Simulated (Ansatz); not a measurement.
`[CH3][SbH][SiH3]` + `C=C[SiH2]O` → `C=C[SiH2]O[SiH3]` + `[CH3][SbH2]`  (cleavage of the Si–Sb bond)

Computed with Ansatz on PBE0-D4/def2-TZVP structures; ΔE is electronic, products minus reactants. CCSD(T)/CBS adds triple-zeta CCSD(T) − MP2 to the extrapolated MP2 energy (def2 sets, frozen cores). DFT in def2-TZVPP. Elements past krypton have def2 core potentials. For Sb outer-core shells are correlated without core-valence functions, which leaves a few kJ/mol of doubt a bond. One conformer a species, not always the lowest.

| level | ΔE (kJ/mol) |
| --- | --- |
| revPBE-D4 | -52.6 |
| r2SCAN-D4 | -67.8 |
| CAM-B3LYP-D4 | -82.9 |
| CCSD/CBS(def2) | -74.0 |

**Question.** What does CCSD(T)/CBS give? (Estimate.)

**Answer.** Ansatz gave: -69.9 kJ/mol. The listed levels differ from it by 17.3, 2.1, -13.0, -4.1 kJ/mol.

Largest T1 diagnostic among the species: 0.013.

From BLYP to BHLYP (50 % exact exchange), in def2-TZVPP and without D4, ΔE moves by −16.1 kJ/mol. In def2-TZVPP, CCSD(T) changes the Hartree–Fock value by +24.7 kJ/mol (the triples alone add +4.2 kJ/mol) and MP2 by +26.9 kJ/mol.
